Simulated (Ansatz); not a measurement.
Mulliken charges of `[CH3][Ge@H]1[O][C@@H]1F` from r2SCAN/def2-TZVPP in Ansatz (PBE0-D4/def2-TZVP geometry).

| atom | x (Å) | y (Å) | z (Å) | charge (e) |
| --- | --- | --- | --- | --- |
| C1 | -1.594 | -0.590 | 0.004 | -0.257 |
| Ge2 | 0.041 | 0.266 | 0.591 | 0.264 |
| O3 | 1.535 | -0.658 | -0.043 | -0.407 |
| C4 | 1.543 | 0.608 | -0.556 | 0.273 |
| F5 | 2.575 | 1.382 | -0.117 | -0.205 |
| H6 | -1.565 | -0.726 | -1.077 | 0.089 |
| H7 | -2.457 | 0.022 | 0.267 | 0.085 |
| H8 | -1.688 | -1.564 | 0.486 | 0.095 |
| H9 | 0.211 | 0.511 | 2.092 | 0.008 |
| H10 | 1.482 | 0.696 | -1.644 | 0.056 |

By hand: the dipole of these point charges (1 e Å = 4.8032 D).

Σ q r = (-0.735, 0.204, -0.058) e Å, of length 0.765 e Å = 3.67 D.

How does the dipole of the full density compare? (Estimate.)

Computed: (-0.728, 0.026, -0.047) e Å, 3.51 D; the point charges give 1.05 times that, at 13° from its direction.

Point charges leave out the atoms' own dipoles, such as those of lone pairs, and Mulliken's split depends on the basis, so the close match here is no proof of good charges.
